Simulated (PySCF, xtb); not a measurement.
HF, SMILES F.

GFN2-xTB (xtb) at its own geometry gives an orbital gap of 16.53 eV and a dipole moment of 2.53 D.

Geometry: PBE0-D3(BJ)/def2-TZVPD.

Problem. What does M06-2X/def2-TZVPD (PySCF) give? (Estimate from the structure and the level; the computed values follow.)

Solution. gap 14.70 eV (levels -14.11 and 0.60 eV), dipole 1.84 D.
